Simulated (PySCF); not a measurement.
# J couplings in C$_{8}$H$_{8}$

Molfile (atoms numbered from 1):
```
C8H8
     RDKit          3D

 16 16  0  0  0  0  0  0  0  0999 V2000
   -2.7494   -0.7861    0.2917 C   0  0  0  0  0  0  0  0  0  0  0  0
   -1.8849    0.2353    0.2758 C   0  0  0  0  0  0  0  0  0  0  0  0
   -0.4318    0.1714    0.0750 C   0  0  0  0  0  0  0  0  0  0  0  0
    0.2601   -1.0340   -0.1301 C   0  0  0  0  0  0  0  0  0  0  0  0
    1.6372   -1.0435   -0.3157 C   0  0  0  0  0  0  0  0  0  0  0  0
    2.3602    0.1514   -0.3015 C   0  0  0  0  0  0  0  0  0  0  0  0
    1.6897    1.3554   -0.0998 C   0  0  0  0  0  0  0  0  0  0  0  0
    0.3094    1.3627    0.0862 C   0  0  0  0  0  0  0  0  0  0  0  0
   -3.8157   -0.6120    0.4515 H   0  0  0  0  0  0  0  0  0  0  0  0
   -2.4375   -1.8243    0.1483 H   0  0  0  0  0  0  0  0  0  0  0  0
   -2.2793    1.2468    0.4272 H   0  0  0  0  0  0  0  0  0  0  0  0
   -0.2875   -1.9788   -0.1447 H   0  0  0  0  0  0  0  0  0  0  0  0
    2.1550   -1.9928   -0.4729 H   0  0  0  0  0  0  0  0  0  0  0  0
    3.4428    0.1407   -0.4472 H   0  0  0  0  0  0  0  0  0  0  0  0
    2.2442    2.2968   -0.0872 H   0  0  0  0  0  0  0  0  0  0  0  0
   -0.2124    2.3108    0.2436 H   0  0  0  0  0  0  0  0  0  0  0  0
  1  2  2  0
  2  3  1  0
  3  4  2  0
  4  5  1  0
  5  6  2  0
  6  7  1  0
  7  8  2  0
  8  3  1  0
  1  9  1  0
  1 10  1  0
  2 11  1  0
  4 12  1  0
  5 13  1  0
  6 14  1  0
  7 15  1  0
  8 16  1  0
M  END
```

Couplings: B3LYP/pcJ-1 (without the spin–dipole term) in PySCF, geometry PBE0-D3(BJ)/def2-SVP; gas phase, one conformer, non-relativistic. Couplings are averaged over pairs made equivalent by symmetry, fast rotation or ring inversion, so a value needn't be that of the named pair in this geometry, while other rotamers aren't included; one pair stands for each set, and the list holds a selection of those of at least 1.5 Hz over up to four bonds.

Isotopes: 13C, 1H.

```json
{"pair": "C1, C2", "bonds": "1", "J (Hz)": "77.5"}
{"pair": "C1, H9", "bonds": "1", "J (Hz)": "?"}
{"pair": "C1, H10", "bonds": "1", "J (Hz)": "?"}
{"pair": "C2, C3", "bonds": "1", "J (Hz)": "60.1"}
{"pair": "C2, H11", "bonds": "1", "J (Hz)": "159.7"}
{"pair": "C3, C4", "bonds": "1", "J (Hz)": "63.1"}
{"pair": "C4, C5", "bonds": "1", "J (Hz)": "63.4"}
{"pair": "C4, H12", "bonds": "1", "J (Hz)": "164.2"}
{"pair": "C5, C6", "bonds": "1", "J (Hz)": "?"}
{"pair": "C5, H13", "bonds": "1", "J (Hz)": "166.4"}
{"pair": "C6, H14", "bonds": "1", "J (Hz)": "?"}
{"pair": "C3, H11", "bonds": "2", "J (Hz)": "?"}
{"pair": "C4, H13", "bonds": "2", "J (Hz)": "?"}
{"pair": "C5, H14", "bonds": "2", "J (Hz)": "1.7"}
{"pair": "C2, C5", "bonds": "3", "J (Hz)": "4.6"}
{"pair": "C2, H12", "bonds": "3", "J (Hz)": "5.5"}
{"pair": "C3, H10", "bonds": "3", "J (Hz)": "6.6"}
{"pair": "C3, H13", "bonds": "3", "J (Hz)": "7.8"}
{"pair": "C4, C7", "bonds": "3", "J (Hz)": "7.9"}
{"pair": "C4, H11", "bonds": "3", "J (Hz)": "5.8"}
{"pair": "H9, H11", "bonds": "3", "J (Hz)": "12.4"}
{"pair": "H10, H11", "bonds": "3", "J (Hz)": "19.0"}
{"pair": "H12, H13", "bonds": "3", "J (Hz)": "8.7"}
{"pair": "H13, H14", "bonds": "3", "J (Hz)": "?"}
{"pair": "C3, H14", "bonds": "4", "J (Hz)": "-1.6"}
{"pair": "H12, H16", "bonds": "4", "J (Hz)": "?"}
```

Q: Estimate the withheld couplings, with signs.

A: 
- 1J(C1,H9) = 171.9 Hz (bond length 1.092 Å, sp2 carbon)
- 1J(C1,H10) = 163.8 Hz (bond length 1.093 Å, sp2 carbon)
- 1J(C5,C6) = 61.7 Hz (bond length 1.397 Å)
- 1J(C6,H14) = 167.6 Hz (bond length 1.092 Å, sp2 carbon)
- 2J(C3,H11) = 3.1 Hz (angle at C2 115°)
- 2J(C4,H13) = 1.7 Hz (angle at C5 120°)
- 3J(H13,H14) = 8.2 Hz (dihedral angle 0°)
- 4J(H12,H16) = 1.7 Hz
